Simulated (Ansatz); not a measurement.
Input and output for C₂H₇BO₃ (`COB(O)OC`).

```yaml
crystal:
  periodic: [false, false, false]
  atoms:
    - {symbol: C, position_ang: [0.452061, -2.024535, -0.475141]}
    - {symbol: O, position_ang: [0.166055, -0.641675, -0.510717]}
    - {symbol: B, position_ang: [-0.036144, 0.043509, 0.646985]}
    - {symbol: O, position_ang: [0.051157, -0.599777, 1.851417]}
    - {symbol: O, position_ang: [-0.332170, 1.373764, 0.626623]}
    - {symbol: C, position_ang: [-0.419426, 2.094711, -0.583907]}
    - {symbol: H, position_ang: [-0.362002, -2.585463, -0.008730]}
    - {symbol: H, position_ang: [0.575442, -2.361803, -1.504499]}
    - {symbol: H, position_ang: [1.371775, -2.224085, 0.080770]}
    - {symbol: H, position_ang: [-0.113654, 0.000874, 2.581476]}
    - {symbol: H, position_ang: [-1.242646, 2.806304, -0.499655]}
    - {symbol: H, position_ang: [-0.597042, 1.433789, -1.434386]}
    - {symbol: H, position_ang: [0.506994, 2.649783, -0.755436]}
basis:
  gaussian: {orbitals: aug-cc-pVTZ, final_grid: {core_spheres: 20, valence_spheres: 16, degree: 47}}
total_charge: -1
magnetization: {spin_polarized: true, initial_magnetization: 1}
hamiltonian: {xc: {name: HF}}
scf: {lower_state_search: full}
output: {forces: true}
```

```sh
$ ansatz run in.yaml --threads 4 --pin off --events-out ev --progress --plain --max-ram 10444MiB
```

Output, abridged:

```
Functional definition: HF
2027 factors; their error is unknown
mean field evaluation 1: about -8958.2983 eV, gradient 2.6e1 eV
mean field evaluation 2: about -8961.2918 eV, gradient 1.0e1 eV
mean field evaluation 4: about -8961.7361 eV, gradient 5.5e-1 eV
mean field evaluation 8: about -8961.7412 eV, gradient 1.0e-1 eV
mean field evaluation 16: about -8961.7669 eV, gradient 9.0e-5 eV
mean field -8961.76691756 eV, -329.3388597167 hartree, gradient 7.2e-6 eV, S^2 0.750046; 8 other end points of the search recorded, 0 dependent functions left out
reference -8961.76691756 eV, -329.3388597167 hartree; 25, 24 occupied and 412, 413 virtual orbitals, 2027 factors
Total energy: -8961.76691756 eV, -329.3388597167 hartree
Atom 0 at     0.452061    -2.024535    -0.475141 Å, force     0.021924    -0.033553    -0.047847 eV/Å
Atom 1 at     0.166055    -0.641675    -0.510717 Å, force     0.041810    -0.341579     0.463568 eV/Å
Atom 2 at    -0.036144     0.043509     0.646985 Å, force    -0.026338     0.151239     0.138773 eV/Å
Atom 3 at     0.051157    -0.599777     1.851417 Å, force    -0.229767     0.946147     0.344333 eV/Å
Atom 4 at    -0.332170     1.373764     0.626623 Å, force     0.098674    -0.378036    -0.503869 eV/Å
Atom 5 at    -0.419426     2.094711    -0.583907 Å, force    -0.032220     0.077880    -0.003709 eV/Å
Atom 6 at    -0.362002    -2.585463    -0.008730 Å, force     0.264912     0.217228    -0.181686 eV/Å
Atom 7 at     0.575442    -2.361803    -1.504499 Å, force    -0.040458     0.113491     0.336994 eV/Å
Atom 8 at     1.371775    -2.224085     0.080770 Å, force    -0.311671     0.095616    -0.214714 eV/Å
Atom 9 at    -0.113654     0.000874     2.581476 Å, force     0.188101    -0.692870    -0.723668 eV/Å
Atom 10 at    -1.242646     2.806304    -0.499655 Å, force     0.286397    -0.235733    -0.020980 eV/Å
Atom 11 at    -0.597042     1.433789    -1.434386 Å, force     0.044163     0.270978     0.335015 eV/Å
Atom 12 at     0.506994     2.649783    -0.755436 Å, force    -0.305528    -0.190808     0.077790 eV/Å
Dipole moment:    -0.017017    -0.446580    -0.573105 e Å
```

Run time 2.1 min (4 threads of an Intel Xeon 6975P-C on a shared host); peak host memory 2.9 GiB.
